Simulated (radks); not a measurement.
The numbers below are computed, except where a source is named.
The tantalum ion Ta+, configuration [Kr] 4d10 4f14 5s2 5p5 5d4 6s1 (not the ground configuration). Code: a radial shooting solver on a logarithmic mesh with Libxc functionals. Model: scalar-relativistic Kohn-Sham, LDA (Slater exchange, VWN5 correlation), spin-polarised, spherical densities, finite nucleus; open shells are filled with parallel spins first (spin-orbit coupling, left out, can overturn this in heavy ions); Fermi nuclear charge, rms radius 5.3507 fm.

Local quantities along the radius. ELF = 1/(1 + alpha^2) is the electron localisation function; alpha = (tau - tau_W)/tau_unif compares the Pauli kinetic energy density with that of the uniform gas (summed over spins); s = |grad rho|/(2 (3 pi^2)^(1/3) rho^(4/3)) is the reduced gradient; -r V(r) is the screened charge that the Kohn-Sham potential of spin up presents (atomic units); 4 pi r^2 rho is in e/bohr. tau is taken from the large components.

r (bohr),ELF,alpha,s,-r V(r),4 pi r^2 rho
0.001087,0.999,0.02375,0.8417,72.52,8.216
0.001473,0.999,0.02555,0.7344,72.34,12.99
0.001997,0.999,0.02858,0.6589,72.10,20.13
0.002706,0.999,0.03363,0.6100,71.78,30.34
0.003697,0.998,0.04247,0.5837,71.33,44.47
0.00501,0.997,0.05792,0.5798,70.75,61.35
0.00679,0.992,0.08765,0.5976,69.97,79.16
0.009203,0.978,0.1509,0.6373,68.96,93.63
0.01247,0.918,0.2997,0.6929,67.66,99.59
0.0169,0.699,0.6567,0.7264,65.99,95.36
0.02291,0.389,1.254,0.6268,63.89,88.55
0.03105,0.362,1.328,0.3786,61.28,94.45
0.04208,0.609,0.8017,0.2817,58.08,117.6
0.05702,0.742,0.5889,0.3760,54.25,133.9
0.07728,0.563,0.8806,0.4844,49.75,118.9
0.1056,0.346,1.375,0.3275,44.48,102.7
0.1431,0.608,0.8024,0.2250,38.80,118.5
0.1939,0.703,0.6505,0.4232,32.78,109.7
0.2628,0.308,1.500,0.4828,26.65,67.69
0.3562,0.477,1.046,0.1574,20.58,67.13
0.4827,0.712,0.6353,0.3345,14.93,69.62
0.6542,0.504,0.9914,0.5618,10.41,40.27
0.8867,0.344,1.380,0.5430,7.167,20.24
1.202,0.534,0.9342,0.5717,4.935,12.47
1.629,0.502,0.9957,0.8034,3.453,6.329
2.225,0.400,1.224,0.9823,2.536,2.677
3.015,0.419,1.178,1.329,2.024,1.111
4.087,0.295,1.546,2.549,1.676,0.3094
5.539,0.062,3.876,6.562,1.381,0.03888
7.506,0.002,21.83,23.77,1.158,0.001629

On this mesh the ELF has minima near r = 0.027, 0.11, 0.31, 0.89 bohr, which separate the shells, and maxima near 0.057 (0.74), 0.17 (0.71), 0.48 (0.71), 1.4 (0.56), 3.0 (0.42).
